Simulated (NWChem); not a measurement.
System: C₃H₅N₂ cation; SMILES [nH+]1cc[nH]c1

The following NWChem deck was run.

```
start job
memory heap 200 mb stack 900 mb global 1100 mb
charge 1
geometry units angstroms noautoz
  C     -0.681970     0.000000    -0.974087
  C      0.681970     0.000000    -0.974087
  N      1.069995     0.000000     0.343780
  C      0.000000     0.000000     1.133485
  N     -1.069995     0.000000     0.343780
  H     -1.393548     0.000000    -1.796260
  H      1.393548     0.000000    -1.796260
  H      2.031643     0.000000     0.677260
  H      0.000000     0.000000     2.222287
  H     -2.031643     0.000000     0.677260
end
basis spherical
  * library def2-svp
end
dft
  xc xpbe96 cpbe96
  iterations 150
  mulliken
end
task dft energy
```

Parts of the log:

```
             Northwest Computational Chemistry Package (NWChem) 7.3.0
             --------------------------------------------------------

 C2V symmetry detected

                             Geometry "geometry" -> ""
                             -------------------------

 Output coordinates in angstroms (scale by  1.889725989 to convert to a.u.)

  No.       Tag          Charge          X              Y              Z
 ---- ---------------- ---------- -------------- -------------- --------------
    1 C                    6.0000    -0.68197000     0.00000000    -0.97162951
    2 C                    6.0000     0.68197000     0.00000000    -0.97162951
    3 N                    7.0000     1.06999500     0.00000000     0.34623749
    4 C                    6.0000     0.00000000     0.00000000     1.13594249
    5 N                    7.0000    -1.06999500     0.00000000     0.34623749
    6 H                    1.0000    -1.39354800     0.00000000    -1.79380251
    7 H                    1.0000     1.39354800     0.00000000    -1.79380251
    8 H                    1.0000     2.03164300     0.00000000     0.67971749
    9 H                    1.0000     0.00000000     0.00000000     2.22474449
   10 H                    1.0000    -2.03164300     0.00000000     0.67971749

 Effective nuclear repulsion energy (a.u.)     173.2903739417

      Symmetry information
      --------------------

 Group name             C2v
 Group number             16
 Group order               4
 No. of unique centers     6

  pbe96 is a nonlocal functional; adding pw91lda local functional.

                                 NWChem DFT Module
                                 -----------------

 Summary of "ao basis" -> "ao basis" (spherical)
 ------------------------------------------------------------------------------
       Tag                 Description            Shells   Functions and Types
 ---------------- ------------------------------  ------  ---------------------
 C                          def2-svp                 6       14   3s2p1d
 N                          def2-svp                 6       14   3s2p1d
 H                          def2-svp                 3        5   2s1p

      Symmetry analysis of basis
      --------------------------

        a1         38
        a2         11
        b1         32
        b2         14

            General Information
            -------------------
          SCF calculation type: DFT
          Wavefunction type:  closed shell.
          No. of atoms     :    10
          No. of electrons :    36
           Alpha electrons :    18
            Beta electrons :    18
          Charge           :     1
          Spin multiplicity:     1
          Use of symmetry is: on ; symmetry adaption is: on
          Maximum number of iterations: 150
          AO basis - number of functions:    95
                     number of shells:    45
          Convergence on energy requested:  1.00D-06
          Convergence on density requested:  1.00D-05
          Convergence on gradient requested:  5.00D-04

              XC Information
              --------------
          PerdewBurkeErnzerhof Exchange Functional  1.000
            Perdew 1991 LDA Correlation Functional  1.000 local
           PerdewBurkeErnz. Correlation Functional  1.000 non-local

             Grid Information
             ----------------
          Grid used for XC integration:  medium
          Radial quadrature: Mura-Knowles
          Angular quadrature: Lebedev.
          Tag              B.-S. Rad. Rad. Pts. Rad. Cut. Ang. Pts.
          ---              ---------- --------- --------- ---------
          C                   0.70       49          10.0       434
          N                   0.65       49          10.0       434
          H                   0.35       45          11.0       434
          Grid pruning is: on
          Number of quadrature shells:   282
          Spatial weights used:  Erf1

      Superposition of Atomic Density Guess
      -------------------------------------

 Sum of atomic energies:        -223.85918981

 Renormalizing density from      37.00 to     36

      Non-variational initial energy
      ------------------------------

 Total energy =    -223.260026
 1-e energy   =    -626.910848
 2-e energy   =     230.360449
 HOMO         =      -0.579239
 LUMO         =      -0.285926

      Symmetry analysis of molecular orbitals - initial
      -------------------------------------------------

  Numbering of irreducible representations:

     1 a1          2 a2          3 b1          4 b2

  Orbital symmetries:

     1 a1          2 b1          3 a1          4 a1          5 b1
     6 a1          7 b1          8 a1          9 a1         10 b1
    11 a1         12 b2         13 b1         14 b1         15 a1
    16 a1         17 a2         18 b2         19 b2         20 a2
    21 a1         22 a1         23 b1         24 b1         25 a1
    26 a1         27 b1         28 a1

     ---------------------------------------------
      Total Density - Mulliken Population Analysis
     ---------------------------------------------

    Atom       Charge   Shell Charges
 -----------   ------   -------------------------------------------------------
    1 C    6     6.05   1.99  1.02  0.26  2.08  0.64  0.05
    2 C    6     6.05   1.99  1.02  0.26  2.08  0.64  0.05
    3 N    7     7.33   1.99  1.07  0.36  2.62  1.27  0.03
    4 C    6     5.64   1.99  1.00  0.23  1.87  0.48  0.07
    5 N    7     7.33   1.99  1.07  0.36  2.62  1.27  0.03
    6 H    1     0.77   0.61  0.14  0.03
    7 H    1     0.77   0.61  0.14  0.03
    8 H    1     0.64   0.53  0.07  0.04
    9 H    1     0.77   0.60  0.14  0.02
   10 H    1     0.64   0.53  0.07  0.04

[...]
```

Level: PBE/def2-SVP. The geometry was optimised at PBE0/def2-SVP.
